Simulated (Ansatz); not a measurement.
One change: `BC(C)(F)Cl` becomes `CC(F)(F)Cl`.

Ansatz, PBE0-D4/def2-TZVP geometries, multiplicity 1. 

```
                                          property  `BC(C)(F)Cl`
                LUMO energy (PBE0/def2-TZVPP) / eV         -0.86
                 LUMO energy (PBE/def2-TZVPP) / eV         -1.95
                HOMO energy (PBE0/def2-TZVPP) / eV         -8.85
  size of the dipole moment (B3LYP/def2-TZVPP) / D          2.16
               HOMO–LUMO gap (PBE/def2-TZVPP) / eV          5.45
size of the dipole moment (ωB97M-V/def2-TZVPP) / D          2.17
```

(1) Give the same properties after the change, and the shifts. (Best estimate.)

## Answers

(1) Computed: 
| property | `CC(F)(F)Cl` | shift |
| --- | --- | --- |
| LUMO energy (PBE0/def2-TZVPP) / eV | 0.50 | 1.36 |
| LUMO energy (PBE/def2-TZVPP) / eV | -0.65 | 1.30 |
| HOMO energy (PBE0/def2-TZVPP) / eV | -9.30 | -0.45 |
| size of the dipole moment (B3LYP/def2-TZVPP) / D | 2.15 | -0.01 |
| HOMO–LUMO gap (PBE/def2-TZVPP) / eV | 7.15 | 1.70 |
| size of the dipole moment (ωB97M-V/def2-TZVPP) / D | 2.15 | -0.02 |

With PBE0 the HOMO falls by 0.45 eV and the LUMO rises by 1.36 eV, so the gap widens by about 1.81 eV. PBE moves the HOMO by -0.40 eV and ωB97M-V by -0.49 eV. The zero-point energy changes by -48.8 kJ/mol with -6 modes. Dipoles are sizes alone; their direction can turn.

B3LYP here is the variant with VWN-RPA as its local correlation; programs differ in this.
